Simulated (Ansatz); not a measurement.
Results of the Gaussian-basis code of Ansatz.

A structure relaxed at PBE0-D4/def2-TZVP, charge 0, multiplicity 1:

```tsv
atom	x (Å)	y (Å)	z (Å)
C1	0.361	0.120	1.736
C2	-0.151	-0.300	0.360
C3	-1.392	-1.172	0.507
C4	0.934	-1.070	-0.381
N5	-0.509	0.892	-0.415
Si6	0.313	1.645	-1.659
F7	1.805	2.044	-1.320
F8	0.430	0.783	-2.977
F9	-0.471	2.966	-2.017
H10	-0.401	0.692	2.273
H11	1.250	0.747	1.638
H12	0.616	-0.753	2.343
H13	-2.190	-0.628	1.019
H14	-1.171	-2.068	1.092
H15	-1.763	-1.478	-0.474
H16	1.840	-0.468	-0.500
H17	0.591	-1.384	-1.369
H18	1.209	-1.962	0.184
H19	-1.301	1.392	-0.040
```

Question: Give its formula and SMILES.

Answer: C4H10F3NSi, `CC(C)(C)N[Si](F)(F)F`.

Question: Point group (tolerance 0.08 Å, 0.16 Å for H)?

Answer: C1.

Question: Summarise the bond lengths by kind.

Answer: 3 × C–C 1.523 to 1.527 Å; 9 × C–H 1.091 to 1.094 Å; 1 × C–N 1.466 Å; 1 × N–Si 1.671 Å; 1 × H–N 1.009 Å; 3 × F–Si 1.577 to 1.581 Å.
